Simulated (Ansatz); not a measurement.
A nudged elastic band was laid between two geometries of ClGeH3 + H4OSi (11 atoms, charge 0, multiplicity 1).

Level of theory: RKS B3LYP/def2-SVP in Ansatz.

```
movable images  : 7
climbing image  : yes
spring          : 5.0 eV/Å²
optimiser       : quadratic models (default)
start path      : through a guess of the saddle point
force threshold : 0.03 eV/Å
iteration limit : 60
end points      : relaxed
```

First end point:

```xyz
11
Properties=species:S:1:pos:R:3
Ge -0.297 -0.331 -0.422
H -0.726 -0.717 1.001
Cl 1.829 -0.806 -0.641
H -0.499 1.156 -0.732
H -1.026 -1.213 -1.453
O 1.053 1.590 1.846
Si 2.716 1.819 1.894
H 3.446 0.586 2.304
H 3.124 2.240 0.533
H 3.055 2.896 2.874
H 0.619 1.418 2.691
```

Last end point:

```xyz
11
Properties=species:S:1:pos:R:3
Ge 0.588 0.025 -0.512
H -1.408 1.173 3.112
Cl 2.224 -0.106 -1.947
H -0.533 0.878 -1.121
H 0.193 -1.406 -0.120
O 1.189 0.862 0.928
Si 2.641 1.394 1.566
H 3.610 0.267 1.700
H 3.244 2.455 0.710
H 2.341 1.952 2.912
H -0.791 1.146 2.666
```

Task: Which bonds break or form, and what moves?

Result: Bonds broken: Ge1–H2, O6–H11. Bonds formed: Ge1–O6, H2–H11. ClGeH3 + H4OSi becomes ClGeH5OSi + H2.

Task: Give the energies along the band, and the barrier.

Result: It converged. The highest image is number 4 of 0 to 8, 1.68 eV above the first end and 1.84 eV above the last; the last end lies 0.16 eV below the first. Neighbouring images differ by up to 1.5 eV, so the band resolves the path poorly. A vibrational analysis at the climbing image gives one clearly imaginary mode, 1338i cm⁻¹: a first-order saddle point. The orbitals stay closed-shell, which can raise the energy where a bond breaks towards radicals; this wasn't checked here.

```
image  path coordinate (Å)  energy (eV)  Ge1–H2 (Å)  O6–H11 (Å)  Ge1–O6 (Å)
    0                 0.00         0.00        1.54        0.96        3.26
    1                 1.06         0.02        1.54        0.96        3.34
    2                 2.13         0.14        1.53        0.96        3.19
    3                 3.19         0.77        1.57        0.96        2.51
    4                 4.26         1.68        1.86        1.15        1.96
    5                 5.18         0.16        2.55        1.90        1.79
    6                 6.11        -0.15        3.39        2.50        1.77
    7                 7.03        -0.16        3.97        2.66        1.77
    8                 7.95        -0.16        4.29        2.65        1.77
```

Task: What is the geometry of the highest image?

Result: 
```xyz
11
Properties=species:S:1:pos:R:3
Ge 0.107 0.138 -0.082
H -0.984 0.614 1.342
Cl 2.050 -0.049 -1.220
H -0.684 1.041 -1.034
H -0.228 -1.345 0.120
O 1.075 1.037 1.370
Si 2.679 1.458 1.803
H 3.513 0.235 1.904
H 3.231 2.417 0.816
H 2.550 2.104 3.137
H -0.012 0.991 1.739
```

The band took 25 iterations and of the order of 23 core-minutes.

The run took 6.2 min on 4 threads of Arm Neoverse V1 (shared host), peak memory 0.32 GiB.
